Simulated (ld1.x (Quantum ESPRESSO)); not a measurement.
Configuration tests for rhodium (TM)

| Property | Result |
| --- | --- |
| Element | Rh (Z = 45) |
| Generator | ld1.x (Quantum ESPRESSO) 7.5 |
| Type | norm-conserving Troullier–Martins (Kleinman–Bylander form) |
| Functional | PBE |
| Relativity | scalar-relativistic |
| Frozen core | [Kr] |
| Valence charge | 9 |
| Reference configuration | 4d8 5s1 5p0 |
| Partial waves | 5p (bound, empty): rc 4.20 bohr; 4d (bound): rc 1.90 bohr; 5s (bound): rc 2.25 bohr |
| Local potential | the s channel |
| Core correction | none |

Energies are relative to the spin-unpolarised reference configuration 4d8 5s1 5p0; without spin polarisation the order of configurations can differ from experiment.

Give the all-electron excitation energy and the error of the potential for: 4d8 5s0 5p0; 4d7 5s0 5p0; 4d6 5s0 5p0; 4d8.5 5s0.5 5p0; 4d7 5s1 5p0; 4d7 5s2 5p0; 4d8 5s0 5p1.

| valence configuration | charge | ΔE all-electron (eV) | error AE − PS (meV) |
| --- | --- | --- | --- |
| 4d8 5s0 5p0 | +1 | 7.460 | +7.7 |
| 4d7 5s0 5p0 | +2 | 26.971 | -43 |
| 4d6 5s0 5p0 | +3 | 59.476 | -403 |
| 4d8.5 5s0.5 5p0 | 0 | -0.631 | -21 |
| 4d7 5s1 5p0 | +1 | 11.127 | -84 |
| 4d7 5s2 5p0 | 0 | 2.479 | -104 |
| 4d8 5s0 5p1 | 0 | 3.603 | +6.1 |

Levels in the configuration 4d7 5s1 5p0:

```tsv
level	all-electron (eV)	pseudo (eV)
4d	-16.692	-16.884
5s	-12.125	-12.098
```
